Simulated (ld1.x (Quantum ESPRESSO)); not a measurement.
**Configuration tests for copper (TM)**

- Element: copper (Cu)
- Generator: ld1.x (Quantum ESPRESSO) 7.5
- Type: norm-conserving Troullier–Martins (Kleinman–Bylander form)
- Functional: PBE
- Relativity: scalar-relativistic
- Frozen core: [Ne]
- Valence charge: 19
- Reference configuration: 3s2 3p6 3d10 4s1 4p0
- Partial waves: 3p (bound): rc 0.70 bohr; 3d (bound): rc 1.55 bohr; 3s (bound): rc 1.15 bohr
- Local potential: the s channel
- Core correction: none

Occupied shells without a wave of their own: 4s. They enter only through the test configuration that unscreens the potential.

Energies are relative to the spin-unpolarised reference configuration 3s2 3p6 3d10 4s1 4p0; without spin polarisation the order of configurations can differ from experiment.

(1) Give the all-electron excitation energy and the error of the potential for: 3s2 3p6 3d10 4s0 4p0; 3s2 3p6 3d9 4s0 4p0; 3s2 3p6 3d8 4s0 4p0; 3s2 3p6 3d10 4s0 4p1; 3s2 3p6 3d9 4s1 4p1; 3s2 3p6 3d7 4s0 4p0; 3s2 3p6 3d9 4s2 4p0.

Levels in the configuration 3s2 3p6 3d9 4s1 4p1:

```tsv
level	all-electron (eV)	pseudo (eV)
3s	-122.110	-121.944
3p	-79.426	-79.279
3d	-11.587	-11.405
4s	-7.142	-8.142
4p	-2.109	-2.206
```

The potential misses its own reference levels by up to 0.7 eV.

## Answers

(1)

```
valence configuration  charge  ΔE all-electron (eV)  error AE − PS (meV)
 3s2 3p6 3d10 4s0 4p0      +1                 8.148                 -999
  3s2 3p6 3d9 4s0 4p0      +2                29.480                -1598
  3s2 3p6 3d8 4s0 4p0      +3                68.500                -2257
 3s2 3p6 3d10 4s0 4p1       0                 4.137                 -751
  3s2 3p6 3d9 4s1 4p1       0                 6.811                 +152
  3s2 3p6 3d7 4s0 4p0      +4               128.209                -2719
  3s2 3p6 3d9 4s2 4p0       0                 1.970                 +981
```

The 4s level has no wave, so the channel is fitted at the deeper level alone: the likely source of the large errors.
